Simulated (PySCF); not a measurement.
ClF3H3NTi, multiplicity 1. Atoms are numbered in the order given.

```xyz
9

Ti     0.1672    -0.3384     0.0000
F     -0.3263    -1.1071     1.4957
F      1.8465    -0.8150     0.0000
F     -0.3263    -1.1071    -1.4957
Cl     0.4359     1.8820     0.0000
N     -2.0759     0.2427     0.0000
H     -2.3135     0.7995     0.8229
H     -2.6754    -0.5855     0.0000
H     -2.3135     0.7995    -0.8229
```
Charge 0, spin multiplicity 1.

Geometry: B3LYP-D3(BJ)/def2-SVP. The spin state was assumed, not searched.

Method: PBE/def2-TZVP run with PySCF.

The molecule is in vacuum.

**Question.** Estimate the frontier levels, gap, dipole moment and polarisability. (The exact figures need the calculation; the answer reports its results.)

**Answer.** 
```json
{
 "highest_occupied_level": "-7.64 eV",
 "lowest_empty_level": "-3.66 eV",
 "orbital_gap": "3.99 eV",
 "dipole_moment": "1.039 e·Å",
 "quadrupole, principal values (traceless, Buckingham form, about the centre of nuclear charge)": "-5.77, -4.74, 10.52 D·Å",
 "mean_static_polarisability": "59.0 bohr³ (8.74 Å³)",
 "polarisability_principal_values": "49.3, 59.8, 67.8 bohr³"
}
```
